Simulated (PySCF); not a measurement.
Potential energy of SrPb along the bond

Set-up: basis Sr def2-SVP with ECP28, Pb def2-SVP with ECP60; scalar-relativistic core potentials; PySCF 2.14. Energies in eV from Sr + Pb in their ground configurations at the same level. State: triplet, unpaired electrons π ↑↑.

```json
{"R (Å)": "2.771", "ROHF-CCSD": "", "ROHF-MP2": "-0.3010", "PBE": "-0.841"}
{"R (Å)": "2.900", "ROHF-CCSD": "-0.5406", "ROHF-MP2": "-0.6323", "PBE": "-1.136"}
{"R (Å)": "3.029", "ROHF-CCSD": "-0.7407", "ROHF-MP2": "-0.8162", "PBE": "-1.293"}
{"R (Å)": "3.125", "ROHF-CCSD": "-0.8218", "ROHF-MP2": "-0.8847", "PBE": "-1.347"}
{"R (Å)": "3.222", "ROHF-CCSD": "-0.8599", "ROHF-MP2": "-0.9098", "PBE": "-1.362"}
{"R (Å)": "3.319", "ROHF-CCSD": "-0.8658", "ROHF-MP2": "-0.9032", "PBE": "-1.347"}
{"R (Å)": "3.447", "ROHF-CCSD": "-0.8383", "ROHF-MP2": "-0.8606", "PBE": "-1.295"}
{"R (Å)": "3.609", "ROHF-CCSD": "-0.7681", "ROHF-MP2": "-0.7760", "PBE": "-1.198"}
{"R (Å)": "3.802", "ROHF-CCSD": "-0.6578", "ROHF-MP2": "-0.6571", "PBE": "-1.058"}
{"R (Å)": "4.060", "ROHF-CCSD": "", "ROHF-MP2": "-0.5035", "PBE": "-0.864"}
```

**Question.** Put a parabola through the three lowest points of the ROHF-CCSD curve and estimate Re, k and ωe (reduced mass 61.79 u; 1 eV/Å² = 0.16022 mdyn/Å; ωe = 1302.8·√(k/μ) cm⁻¹).

**Answer.** Through R = 3.222, 3.319, 3.447 Å the second-order coefficient is 1.23 eV/Å², so Re ≈ 3.295 Å, k ≈ 0.393 mdyn/Å and ωe ≈ 104 cm⁻¹. A polynomial fit of higher order to the unrounded ROHF-CCSD energies gives Re = 3.291 Å, k = 0.440 mdyn/Å, ωe = 110 cm⁻¹; anharmonicity and rounding make the difference.

The higher-order fit for each curve: ROHF-CCSD: Re = 3.291 Å, ωe = 110 cm⁻¹, De = 0.87 eV; ROHF-MP2: Re = 3.246 Å, ωe = 117 cm⁻¹, De = 0.91 eV; PBE: Re = 3.216 Å, ωe = 118 cm⁻¹, De = 1.36 eV.

Correlated steps freeze 4 core orbitals. Correlated levels converge slowly with the basis: in double zeta they bind strong bonds too weakly, by up to about 1 eV, and carry superposition errors of some tenths. These are scalar-relativistic numbers at best; spin–orbit coupling would shift them, the dissociation energy most. The CCSD T1 diagnostic is raised, a sign that a single reference may not be enough here. The state was picked by a PBE0 search and need not be the measured ground state.
